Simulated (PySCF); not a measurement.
Ligands exchanged one at a time, B OH-H. All species are isolated molecules in the gas phase. One relaxed conformer stands for each flexible species; it need not be the lowest. Strings in code marks are SMILES.

The numbers are results of PBE-D3(BJ)/def2-TZVP // B3LYP-D3(BJ)/def2-TZVP (PySCF 2.14.0), not measurements. Excitations are Tamm–Dancoff values on a coarser integration grid. The basis has no diffuse functions, so Rydberg states are missing or too high.

| species | S1 excitation (TDA) (eV) | LUMO (eV) |
|---|---|---|
| 0 of 3 OH replaced by H | 7.36 | -0.26 |
| 1 of 3 OH replaced by H (`OBO` (H–O–B–O torsion 180°, O–B–O–H torsion 180°)) | 7.66 | ___ |
| 2 of 3 OH replaced by H (`BO`) | 6.14 | -1.43 |
| 3 of 3 OH replaced by H (`B`) | – | -3.05 |

### Question
Complete the blanks.

### Answer

- 1 of 3 OH replaced by H (`OBO` (H–O–B–O torsion 180°, O–B–O–H torsion 180°)), LUMO (eV): -0.08
